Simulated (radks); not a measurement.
Neutral ytterbium inside a hard spherical wall (all orbitals vanish at R), configuration held at [Xe] 4f14 6s2 and not refilled when levels cross. Calculated with a radial shooting solver on a logarithmic mesh with Libxc functionals: scalar-relativistic Kohn-Sham, PBE, spin-polarised, spherical densities, point nucleus. Eigenvalues in eV for spin up, with the zero of energy where the potential of the charges vanishes at infinity; a dash marks a level that is unbound or too diffuse for the functional's potential to be trusted. A positive occupied level is held by the wall or, in an anion where self-interaction has pushed it up, behind a barrier. The pressure on the wall is -dE/dV.

| R (bohr) | E (hartree) | kinetic (hartree) | e(5s) | e(5p) | e(6s) | e(4f) | e(6p, empty) | e(5d, empty) | pressure (GPa) |
|---|---|---|---|---|---|---|---|---|---|
| free | -14059.8048 | 15324.140 | -54.929 | -27.426 | -3.920 | -3.018 | - | - | 0 |
| 12 | -14059.8045 | 15324.143 | -54.903 | -27.400 | -3.901 | -2.992 | -1.006 | -0.620 | 0.00430 |
| 10 | -14059.8028 | 15324.158 | -54.794 | -27.293 | -3.815 | -2.886 | -0.767 | -0.489 | 0.0449 |
| 8 | -14059.7912 | 15324.234 | -54.347 | -26.852 | -3.414 | -2.450 | 0.065 | -0.006 | 0.474 |
| 7 | -14059.7696 | 15324.349 | -53.803 | -26.318 | -2.839 | -1.915 | 1.113 | 0.581 | 1.60 |
| 6 | -14059.7130 | 15324.603 | -52.836 | -25.382 | -1.599 | -0.956 | 3.217 | 1.669 | 5.77 |
| 3 | -14056.9453 | 15335.022 | -38.815 | -11.651 | 35.453 | 14.923 | 53.640 | 21.518 | 1150 |
| 2.5 | -14053.1647 | 15348.707 | -27.587 | 0.759 | 73.997 | 28.458 | 99.709 | 39.211 | 4540 |
| 2 | -14041.7719 | 15386.930 | -0.924 | 32.052 | 168.27 | 57.704 | 205.98 | 81.534 | 23100 |
